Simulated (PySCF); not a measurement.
## C₆ coefficients of unlike pairs at M06

Calculated with PySCF 2.14 from the dipole response of each species, C₆(A,B) = (3/π) ∫ α_A(iu) α_B(iu) du, in atomic units, from isotropic polarisabilities. For ions this is the dispersion term alone; charge-induced terms of lower order in 1/R come first.

| species | configuration | basis | relativity | α (bohr³) | C₆ (like pair) |
| --- | --- | --- | --- | --- | --- |
| Nb³⁺ | [Kr] 4d2 (3F) | aug-cc-pwCVDZ-PP with ECP28MDF (6s6p5d3f) | core potential | 5.873 | 24.86 |
| Ne²⁺ | [He] 2s2 2p4 (3P) | aug-cc-pVQZ (6s5p4d3f2g) | none | 0.8689 | 1.084 |
| S²⁺ | [Ne] 3s2 3p2 (3P) | aug-cc-pV(Q+d)Z with one added diffuse shell each of s, p, d, f, g type (8s7p6d4f3g) | none | 7.291 | 25.80 |
| Sb | [Kr] 4d10 5s2 5p3 (4S) | aug-cc-pVQZ-PP with one added diffuse shell each of s, p, d, f, g type with ECP28MDF (8s8p6d4f3g) | core potential | 46.71 | 492.0 |

Task: Estimate C₆ for Sb with S²⁺.

Result: The integral gives 107.1. The combination rule 2 C_A C_B / (C_A α_B/α_A + C_B α_A/α_B) gives 104.9 and the geometric mean 112.7.

No spin-orbit coupling is included.

The other pairs:

```json
{"pair": "Sb, Ne²⁺", "C₆": "16.97"}
{"pair": "S²⁺, Ne²⁺", "C₆": "4.598"}
{"pair": "S²⁺, Nb³⁺", "C₆": "24.61"}
{"pair": "Ne²⁺, Nb³⁺", "C₆": "4.964"}
{"pair": "Sb, Nb³⁺", "C₆": "96.79"}
```
